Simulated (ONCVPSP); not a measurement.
Cutoff test, N (Z = 7), ONCV

- Element: N (Z = 7)
- Generator: ONCVPSP 4.0.1
- Type: optimised norm-conserving Vanderbilt (ONCV)
- Functional: PBEsol
- Relativity: scalar-relativistic
- Frozen core: [He]
- Valence charge: 5
- Reference configuration: 2s1 2p4
- Partial waves: 2s: rc 1.05 bohr, ncon 3, nbas 7, qcut 7.4 1/bohr, 1 projector; 2p: rc 2.50 bohr, ncon 4, nbas 8, qcut 7 1/bohr, 2 projectors, debl 0.4 Ha; d scattering state at 0.1 Ha: rc 1.85 bohr, ncon 4, nbas 8, qcut 4.8 1/bohr, 1 projector
- Local potential: polynomial inside 0.95 bohr (lpopt 5, dvloc0 6 Ha)
- Core correction: Teter function, fcfact 3.75, rcfact 1.55

Question: For each optimised wave give the share of its norm inside rc, the residual kinetic energy above qcut (Ha) and the cutoffs (Ha) for errors of 10, 1, 0.1 and 0.01 mHa per electron.

Answer:

```csv
wave,norm inside rc,residual KE,10 mHa,1 mHa,0.1 mHa,0.01 mHa
2s,0.371,2.3e-04,15.4,22.9,45.2,136.7
2p,0.891,1.5e-09,10.4,13.6,16.3,18.6
p projector 2,0.071,1.6e-09,7.9,11.8,15.2,17.9
d projector 1,0.001,5.6e-07,0.3,0.8,2.8,6.7
```

The occupied waves need 23 Ha and 45 Ha for 1 and 0.1 mHa. Rows with under 1 % of the norm inside rc give no meaningful cutoff. Note: ghosts flagged at negative energy: s at -157.1 eV; no localised positive-energy state flagged. A true bound ghost makes a file unfit for plane-wave use. Its largest configuration-test error is +1113 meV.
